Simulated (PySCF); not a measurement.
How methods differ on the interval between two levels of Mn³⁺

Mn³⁺ [Ar] 3d4 [5D4, M_J = 4] → Mn³⁺ [Ar] 3d3 4p1 [5G6, M_J = 6], as a difference of total energies. Calculation: PySCF 2.14, in x2c-TZVPall-2c (6s7p4d1f, 54 functions); the two-component X2C-1e Hamiltonian. Correlated levels: [Ne] frozen. "Screened" scales the spin-orbit matrix elements by Boettger's factors to mimic the two-electron term; Breit and QED terms are absent.

```csv
method,interval between two levels (cm⁻¹)
GHF (spin-free),163960
GMP2 (spin-free),166430
GHF (screened spin-orbit),164650
GMP2 (screened spin-orbit),167140
```

The labels give the starting determinants; with spin-orbit coupling the two ends relaxed to ⟨J²⟩ = 20.00, ⟨L²⟩ = 6.01, ⟨S²⟩ = 6.00 and ⟨J²⟩ = 42.00, ⟨L²⟩ = 20.01, ⟨S²⟩ = 6.00.
